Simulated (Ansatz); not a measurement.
Born–Oppenheimer molecular dynamics of Cl3FHf (5 atoms, charge 0, multiplicity 1). It goes on from the last frame of an earlier run, with new velocities.

Method: RHF/def2-SVP in Ansatz 0.2.0.

```
ensemble        : NVT, Nosé–Hoover chain
time step       : 1 fs
steps asked     : 100
set temperature : 300 K
thermostat      : time constant 50 fs, chain length 1
seed            : 293558
```

First frame:

```xyz
5
Properties=species:S:1:pos:R:3
Hf 0.128 -0.074 0.077
F 0.239 -0.213 1.955
Cl 2.367 -0.010 -0.838
Cl -0.912 1.941 -0.622
Cl -1.119 -1.867 -0.726
```

(1) How far do the bonds stretch over the last three quarters of this one trajectory? (Pairs bonded in most of those frames.)

Answers

(1) 
```
   bond  mean (Å)  spread (Å)  shortest  longest
 Hf1–F2     1.899       0.010      1.88     1.91
Hf1–Cl3     2.358       0.047      2.30     2.42
Hf1–Cl4     2.368       0.011      2.35     2.39
Hf1–Cl5     2.354       0.046      2.29     2.42
```

Mean temperature of the second half: 268 K. The conserved energy stayed within 0.011 meV per atom of its start (net change 0.001 meV per atom), so the integration is sound. The mean temperature of the second half is 11 % below the set value. A run of 0.1 ps of so small a system gives no equilibrium averages.

The run took 4.4 min on 1 thread of Arm Neoverse V2, on a shared host, peak memory 0.2 GiB.
